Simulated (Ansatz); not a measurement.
**Nudged elastic band run: CH$_{4}$GaNO**

Input:

```yaml
crystal:
  periodic: [false, false, false]
  atoms:
    - { symbol: "N", position_ang: [0.204437, 1.500107, -0.599061] }
    - { symbol: C, position_ang: [0.22044, 0.483047, 0.186735] }
    - { symbol: O, position_ang: [0.768551, 0.614341, 1.421769] }
    - { symbol: Ga, position_ang: [-0.489123, -1.356647, -0.19702] }
    - { symbol: H, position_ang: [-0.237445, 1.268221, -1.50111] }
    - { symbol: H, position_ang: [1.074135, 1.552143, 1.474323] }
    - { symbol: H, position_ang: [-1.144577, -1.522008, -1.629073] }
    - { symbol: H, position_ang: [-0.396408, -2.539193, 0.843428] }
basis:
  gaussian: { orbitals: def2-SVP }
hamiltonian:
  xc: pbe
neb:
  order_check: false
  images: 7
  f_tol: 0.03
  max_iterations: 60
  initial_path: idpp
  final_atoms:
    - { symbol: "N", position_ang: [-0.50354349, 0.77608294, -0.39232534] }
    - { symbol: C, position_ang: [0.42947415, 0.23526167, 0.32040302] }
    - { symbol: O, position_ang: [1.38636092, 0.82842285, 1.03570017] }
    - { symbol: Ga, position_ang: [-0.45328404, -1.43098528, -0.3206044] }
    - { symbol: H, position_ang: [-0.60651256, 1.80528659, -0.48624449] }
    - { symbol: H, position_ang: [1.29756905, 1.8090871, 0.95388779] }
    - { symbol: H, position_ang: [0.07265545, -2.02742228, -1.67755203] }
    - { symbol: H, position_ang: [-1.62270948, -1.99572258, 0.56672629] }
```

Launched with:

```bash
$ ansatz run input.yaml --threads 2 --pin off --max-ram 3072MiB --backend cpu --events-out ev --progress --plain --runs-dir out
```

Output, in part (warnings, iteration lines, the closing report on the highest movable image, with atoms numbered from 0):

```
NEB end point (image 0): max|allowed force component| = 4.736e-3 eV/Å (the criterion of neb.relax_end_points is 1.000e-2)
NEB end point (image 8): max|allowed force component| = 1.502e-2 eV/Å (the criterion of neb.relax_end_points is 1.000e-2)
NEB iter   1: max|band force component| = 2.092e0 eV/Å  barrier→ = 1.1468 eV  barrier← = 1.0909 eV  Δτ_max = 0.1952 Å  (257 SCF iters)
NEB iter   2: max|band force component| = 1.086e0 eV/Å  barrier→ = 0.8607 eV  barrier← = 0.8047 eV  Δτ_max = 0.1525 Å  (218 SCF iters)
NEB iter   3: max|band force component| = 9.544e-1 eV/Å  barrier→ = 0.8464 eV  barrier← = 0.7905 eV  Δτ_max = 0.1896 Å  (222 SCF iters)
NEB iter   4: max|band force component| = 9.670e-1 eV/Å  barrier→ = 1.0461 eV  barrier← = 0.9901 eV  Δτ_max = 0.0993 Å  (225 SCF iters)
NEB iter   5: max|band force component| = 8.852e-1 eV/Å  barrier→ = 0.9622 eV  barrier← = 0.9062 eV  Δτ_max = 0.0978 Å  (210 SCF iters)
NEB iter   6: max|band force component| = 7.274e-1 eV/Å  barrier→ = 0.8017 eV  barrier← = 0.7458 eV  Δτ_max = 0.0970 Å  (218 SCF iters)
NEB iter   7: max|band force component| = 7.040e-1 eV/Å  barrier→ = 0.6503 eV  barrier← = 0.5944 eV  Δτ_max = 0.0958 Å  (214 SCF iters)
NEB iter   8: max|band force component| = 8.064e-1 eV/Å  barrier→ = 0.7800 eV  barrier← = 0.7240 eV  CI = image 6  Δτ_max = 0.1006 Å  (217 SCF iters)
NEB iter   9: max|band force component| = 3.875e-1 eV/Å  barrier→ = 0.8244 eV  barrier← = 0.7684 eV  CI = image 6  Δτ_max = 0.1985 Å  (223 SCF iters)
NEB iter  10: max|band force component| = 4.759e-1 eV/Å  barrier→ = 0.8098 eV  barrier← = 0.7539 eV  CI = image 6  Δτ_max = 0.0378 Å  (208 SCF iters)
NEB iter  11: max|band force component| = 1.170e-1 eV/Å  barrier→ = 0.8047 eV  barrier← = 0.7488 eV  CI = image 6  Δτ_max = 0.0196 Å  (204 SCF iters)
NEB iter  12: max|band force component| = 5.757e-2 eV/Å  barrier→ = 0.8044 eV  barrier← = 0.7484 eV  CI = image 6  Δτ_max = 0.0110 Å  (182 SCF iters)
NEB iter  13: max|band force component| = 3.091e-2 eV/Å  barrier→ = 0.8038 eV  barrier← = 0.7479 eV  CI = image 6  Δτ_max = 0.0085 Å  (181 SCF iters)
NEB iter  14: max|band force component| = 1.458e-2 eV/Å  barrier→ = 0.8038 eV  barrier← = 0.7478 eV  CI = image 6  Δτ_max = 0.0000 Å  (401 SCF iters)
Total energy: -56992.02842564 eV, -2094.4184140580 hartree
Atom 0 at    -0.583321     1.059465    -0.072207 Å, force     0.004155    -0.001336    -0.016339 eV/Å
Atom 1 at     0.420020     0.336225     0.191164 Å, force     0.011343    -0.006076     0.013121 eV/Å
Atom 2 at     1.580074     0.786249     0.713886 Å, force    -0.007078     0.000934    -0.002934 eV/Å
Atom 3 at    -0.253864    -1.464406    -0.224129 Å, force    -0.005776     0.006240    -0.000779 eV/Å
Atom 4 at    -1.298638     1.594582    -0.533963 Å, force    -0.004614    -0.003111     0.009257 eV/Å
Atom 5 at     1.490377     1.768092     0.791920 Å, force     0.000099     0.000498    -0.001224 eV/Å
Atom 6 at    -0.264269    -1.866771    -1.749033 Å, force     0.001776     0.000739    -0.000397 eV/Å
Atom 7 at    -1.090370    -2.213425     0.882354 Å, force     0.000095     0.002112    -0.000704 eV/Å
Dipole moment:    -0.052499     0.471354    -0.057952 e Å
```

It converged. A vibrational analysis at the climbing image gives one clearly imaginary mode, 916i cm⁻¹: a first-order saddle point.

Final band (atoms are numbered from 1 in the order of the input):

```tsv
image	path coordinate (Å)	energy (kJ/mol)	N1–Ga4 (Å)	angle H5–N1–C2 (°)
0	0.00	0.0	2.97	111
1	0.49	0.1	2.97	111
2	0.97	0.6	2.97	112
3	1.46	1.4	2.97	112
4	1.94	2.3	2.97	113
5	2.43	12.9	2.85	125
6	2.91	77.6	2.55	165
7	3.33	24.3	2.28	140
8	3.75	5.4	2.21	122
```

The run took 2.4 min on 2 threads of Arm Neoverse V1, with other jobs on the host, peak memory 0.13 GiB.
